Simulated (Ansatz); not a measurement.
A single point on FGeH6NO2Si (`[OH][GeH2][NH][SiH](O)F`).

```yaml
crystal:
  periodic: [false, false, false]
  atoms:
    - {symbol: O, position_ang: [-1.356662, 1.027142, 0.920794]}
    - {symbol: Ge, position_ang: [0.427914, 1.209941, 0.791289]}
    - {symbol: N, position_ang: [0.858971, 0.186828, -0.649126]}
    - {symbol: Si, position_ang: [0.210717, -1.361225, -0.996552]}
    - {symbol: O, position_ang: [-1.015873, -1.647219, 0.024968]}
    - {symbol: F, position_ang: [-0.235876, -1.342639, -2.529471]}
    - {symbol: H, position_ang: [-1.697787, 1.226293, 1.795990]}
    - {symbol: H, position_ang: [0.807083, 2.670212, 0.501985]}
    - {symbol: H, position_ang: [1.024413, 0.685290, 2.108619]}
    - {symbol: H, position_ang: [1.313499, 0.683867, -1.400517]}
    - {symbol: H, position_ang: [1.160692, -2.481093, -0.884847]}
    - {symbol: H, position_ang: [-1.497082, -0.857397, 0.316859]}
basis:
  gaussian: {orbitals: def2-QZVPP}
correlation: {method: mp2}
```

```sh
$ ansatz run in.yaml --threads 2 --pin off --events-out ev --progress --plain --max-ram 20480MiB --backend cuda --devices 0, --max-vram 18GiB
```

Shortened log:

```
Functional definition: HF
3508 factors; integrals over basis functions are off by at most 8.0e-4 eV
mean field evaluation 1: about -72697.1544 eV, gradient 6.3e1 eV
mean field evaluation 2: about -72697.3186 eV, gradient 6.3e1 eV
mean field evaluation 4: about -72704.3304 eV, gradient 4.3e0 eV
mean field evaluation 8: about -72704.3969 eV, gradient 4.1e-1 eV
mean field -72704.39729092 eV, -2671.8373196308 hartree, gradient 1.7e-6 eV, S^2 0.000000; 0 other end points of the search recorded, 0 dependent functions left out
18 core orbitals not correlated: weight in the atoms' cores, before any rotation towards them, 1.000 or more for the frozen orbitals, at most 0.000 for the correlated occupied ones
reference -72704.39729092 eV, -2671.8373196308 hartree; 24, 24 occupied and 525, 525 virtual orbitals, 3508 factors
second order -45.48616448 eV of doubles, -0.00000000 eV of singles
Total energy: -72749.88345540 eV, -2673.5089053437 hartree
```

Hardware: 2 threads of an AMD EPYC 7R13 on a shared host and a share of an NVIDIA H100 80 GB. Wall time 5.5 s, peak host memory 1.1 GiB.
